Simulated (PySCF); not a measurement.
## Electron correlation in Ca (calcium, neutral)

[Ar] 4s2, closed-shell 1S. Calculation: PySCF 2.14, in cc-pVDZ-X2C (5s4p2d, 27 functions); the spin-free X2C one-electron Hamiltonian (Gaussian nucleus). Frozen: [Ar]; 2 electrons correlated.

Total MP2 correlation energy: -17.31 mhartree.

Same-spin part 0.00 and opposite-spin part -17.31 mhartree; SCS-MP2 scales them by 1/3 and 6/5 to -20.78 mhartree.

With two correlated electrons CCSD is exact within the correlated space (frozen core and kept virtual orbitals).

```csv
level,correlation energy (mhartree)
CCSD,-27.85
```

Diagnostics: T1 = 0.013, D1 = 0.0180, largest double amplitude 0.130.

Question: Is a single reference adequate?

Answer: Mostly. T1 lies below 0.03, but a double amplitude of this size points to a near-degeneracy that CCSD handles and MP2 describes poorly.
